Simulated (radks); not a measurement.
Results of a calculation; reference values are marked as such.
Problem. These are the eigenvalues of the occupied orbitals of an atom or ion with whole-number occupations (hartree). Code: a radial shooting solver on a logarithmic mesh with Libxc functionals. Model: scalar-relativistic Kohn-Sham, PBE, spin-unpolarised, spherical densities, point nucleus.

1s: -2635.398
2s: -458.2920
2p: -400.1073
3s: -107.3703
3p: -90.21661
3d: -70.78751
4s: -23.71116
4p: -18.08582
4d: -11.03174
5s: -4.75998
5p: -3.33180
4f: -3.20025
5d: -1.68475

Which element is it, and in what charge state? The configuration may be excited.

Solution. Z = 75, rhenium, charge +4: Re4+ in [Xe] 4f14 5d3. The list shows which subshells hold electrons but not how many an open one holds; the 1s level, -2635.4 hartree, gives Z - s = 72.6 by -(Z - s)^2/2, which with screening and relativity narrows Z to a few neighbours, and the depths of the outer levels then fix element, charge and occupations together.
